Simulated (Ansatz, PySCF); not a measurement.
Gas-phase reaction in SMILES: O=BOB=O + 6 [H][H] (H2) → 2 B (BH3) + 3 O (H2O)
Each molecule is optimised on its own at B3LYP-D3(BJ)/def2-TZVP (Ansatz, a first-principles code), one conformer each, not searched for the lowest.

Wanted: energy of full hydrogenation (enthalpy at 298 K, with B3LYP-D3(BJ) rigid-rotor harmonic-oscillator terms from PySCF), in kcal/mol. Cores are frozen in the correlated levels unless marked. No spin-orbit coupling. Non-relativistic. CBS marks a two-point X^-3 extrapolation of the correlation energy; Hartree-Fock from the larger set. The bracket is a focal-point correction in the basis named.

```json
[
 {"level": "B3LYP-D3(BJ)/def2-TZVPD", "program": "Ansatz + dftd3", "energy of full hydrogenation (kcal/mol)": "78.1"}
]
```

### Question
Predict the RI-MP2/CBS(aug-cc-pVTZ,aug-cc-pVQZ)+[CCSD(T)-MP2]/aug-cc-pVTZ result (Ansatz).

### Answer
70.9 kcal/mol, so B3LYP-D3(BJ)/def2-TZVPD differs from it by 7.2 kcal/mol.
